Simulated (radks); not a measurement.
Task: These are the eigenvalues of the occupied orbitals of an atom or ion with whole-number occupations (Ry). Calculated with a radial shooting solver on a logarithmic mesh with Libxc functionals: scalar-relativistic Kohn-Sham, r2SCAN, spin-polarised, spherical densities, finite nucleus; meta-GGA in the generalised Kohn-Sham scheme; Fermi nuclear charge, rms radius of each element as measured or else 0.836 A^(1/3) + 0.57 fm.

1s up: -97.54543
1s down: -97.42111
2s up: -9.81478
2s down: -9.57285
2p up: -7.28881
2p down: -7.01371

Which element is it, and in what charge state? The configuration may be excited. Open shells, if any, are filled with parallel spins first.

Result: Z = 12, magnesium, charge +3: Mg3+ in [He] 2s2 2p5. The list shows which subshells hold electrons but not how many an open one holds; the 1s level, -48.773 hartree, gives Z - s = 9.9 by -(Z - s)^2/2, which with screening and relativity narrows Z to a few neighbours, and the depths of the outer levels then fix element, charge and occupations together.
